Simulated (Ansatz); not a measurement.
This geometry of C₃H₆FNTe (12 atoms, charge 0, multiplicity 1) is a first-order saddle point.

Computed with Ansatz, RKS BLYP/def2-SVP.

```xyz
12
Properties=species:S:1:pos:R:3
C -0.978 -1.818 -0.151
C -0.950 -0.530 0.237
C 0.154 0.417 -0.215
N 1.439 -0.020 0.195
F 0.180 0.537 -1.603
Te -0.482 2.563 0.533
H -0.195 -2.238 -0.800
H -1.794 -2.489 0.157
H -1.751 -0.124 0.875
H 2.183 0.647 -0.046
H 1.478 -0.235 1.197
H 0.792 3.237 -0.347
```

(1) Which two structures does it join? (They come from a converged band through this point; their orientation in space is the band's.)

(2) How far does it lie above each of them?

## Answers

(1) No bond is made or broken.

Initial state:

```xyz
12
Properties=species:S:1:pos:R:3
C -1.370 -1.613 -0.374
C -0.642 -0.759 0.370
C 0.379 0.183 -0.198
N 1.595 0.204 0.522
F 0.650 -0.074 -1.527
Te -0.787 2.292 -0.216
H -1.238 -1.671 -1.465
H -2.115 -2.275 0.089
H -0.781 -0.694 1.461
H 2.248 0.923 0.191
H 1.457 0.300 1.533
H 0.681 3.129 -0.352
```

Final state:

```xyz
12
Properties=species:S:1:pos:R:3
C -1.035 -1.691 0.320
C -0.901 -0.575 -0.421
C 0.287 0.342 -0.407
N 1.438 -0.130 0.264
F 0.646 0.706 -1.692
Te -0.623 2.383 0.532
H -0.240 -2.051 0.991
H -1.954 -2.293 0.273
H -1.702 -0.246 -1.101
H 2.226 0.519 0.151
H 1.269 -0.263 1.268
H 0.666 3.243 -0.144
```

(2) 0.167 eV above the first and 0.120 eV above the second. This is the barrier of this one path; another mechanism may lie lower.

Run time: 4.1 min on 2 threads of Intel(R) Xeon(R) CPU @ 2.60GHz (Ice Lake), with other jobs on the host, peak memory 0.19 GiB.
